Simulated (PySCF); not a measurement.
A structure optimised at r2SCAN-D4/def2-SVP, used in a PySCF frequency run:

```
C
C 1 1.3477
H 1 1.0963 2 120.50
H 2 1.0971 1 117.84 3 180.00
C 1 1.4507 3 115.55 2 180.00
C 5 1.3426 1 126.79 3 0.00
F 5 1.3485 6 119.02 1 180.00
H 6 1.0905 5 119.80 7 180.00
H 6 1.0913 8 119.54 5 180.00
C 2 1.4898 4 117.25 1 180.00
H 10 1.1003 2 112.06 4 180.00
H 10 1.1042 11 108.28 2 122.77
H 10 1.1042 11 108.28 12 114.45
```
Charge 0, spin multiplicity 1.

Question: Write its SMILES, formula and point group.

Answer: C=C(F)/C=C/C, C₅H₇F, Cs

Question: What are its rotational constants (standard atomic weights)?

Answer: 9.1713, 1.9135, 1.5989 GHz
